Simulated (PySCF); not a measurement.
# NMR data sheet: C$_{6}$H$_{5}$F

* Formula: C6H5F
* SMILES: C#CCC#CCF
* InChI: InChI=1S/C6H5F/c1-2-3-4-5-6-7/h1H,3,6H2
* Point group of the computed structure: C1
* Degrees of unsaturation: 4
* Carbon signals: 6
* Proton signals: 3

Atom-mapped SMILES (the numbers label the heavy atoms): `[CH:1]#[C:2][CH2:3][C:4]#[C:5][CH2:6][F:7]`. Hydrogens are named by the atom that carries them.

- structure optimised with GFN2-xTB
- σ from GIAO-PBE0/pcSseg-1
- J couplings at B3LYP/pcJ-1 (spin–dipole term only in couplings to heteroatoms)
- code: PySCF
- fast rotation and ring inversion assumed for equivalent nuclei, isolated molecule, one computed conformer, no relativistic terms

δ = σ(ref) − σ, references computed at the same level: $^{1}$H (31.72 ppm) and $^{13}$C (186.93 ppm) against TMS; $^{19}$F (170.95 ppm) against CFCl3.

```tsv
carbon	δC, type	δH (multiplicity, J in Hz)	HMBC from (abs. J ≥ 3 Hz)	span of the C tensor (ppm)
C1	76.4, CH	1.52 (t, 3.8)	H(C3)	217
C2	82.4, C	–	H(C3), H(C1)	290
C3	11.8, CH2	3.36 (m)	H(C1)	22
C4	92.9, C	–	H(C6), H(C3)	234
C5	83.2, C	–	H(C6), H(C3)	255
C6	73.8, CH2	5.36 (ddd, 53.5, 3.1, 2.3)	–	86
```

Other nuclei:
```tsv
atoms	nucleus	environment	δ (ppm)	σ (ppm)
F7	$^{19}$F	fluorine on an sp3 carbon	-247.6	418.5
```

Selected couplings (Hz, signed; the shortest-range and largest first, 30 at most; isotopes $^{13}$C, $^{1}$H, $^{19}$F): $^{1}J$(C1,H(C1)) 265.3, $^{1}J$(C6,F7) -225.9, $^{1}J$(C1,C2) 204.6, $^{1}J$(C4,C5) 204.3, $^{1}J$(C6,H(C6)) 159.0, $^{1}J$(C3,H(C3)) 141.9, $^{1}J$(C5,C6) 85.6, $^{1}J$(C2,C3) 75.9, $^{1}J$(C3,C4) 75.9, $^{2}J$(F7,H(C6)) 53.5, $^{2}J$(C5,F7) 15.7, $^{2}J$(C1,C3) 13.9, $^{2}J$(C4,C6) 13.8, $^{2}J$(C3,C5) 13.0, $^{2}J$(C2,C4) -9.2, $^{3}J$(C4,F7) 11.3, $^{3}J$(C1,C4) 2.8, $^{3}J$(C2,C5) 2.8, $^{3}J$(C3,C6) 1.1, $^{4}J$(H(C1),H(C3)) -3.8, $^{4}J$(C3,F7) -3.5, $^{4}J$(C2,C6) -1.2.

1. Carbon types of the structure: 3 × C, 1 × CH, 2 × CH2, which accounts for all hydrogens.
2. δC 92.9, 83.2, 82.4: alkyne carbon; the triple bond shields along its axis, which puts it between sp3 and sp2 carbons.
3. δC 76.4: terminal alkyne carbon; the triple bond shields along its axis, which puts it between sp3 and sp2 carbons.
4. δC 73.8: propargylic sp3 CH2 bonded to F; deshielded by the electronegative neighbour.
5. δC 11.8: propargylic sp3 CH2; saturated and bonded to C and H only.
6. δH 1.52: hydrogen on a terminal alkyne carbon; it lies on the axis of the triple bond, in its shielding cone.

C–F couplings over four or more bonds (about 3 Hz to the para carbon of a fluoroarene) are left out. Common functionals overestimate the size of one-bond C–F couplings by tens of Hz; these are unscaled. Splittings below 1 Hz are ignored in the labels, and close J values are merged. Shifts are as computed. Against solution values, carbons near 30 ppm lie about +3 ppm off and those near 130 ppm about +5 ppm. Of 1309 compounds with measured shifts, 239 miss one by over three times the rms of a fit or turn the order of signals round; such compounds aren't used in these exercises. Unscaled 19F shifts against computed CFCl3 carry errors that often reach 10 to 50 ppm.
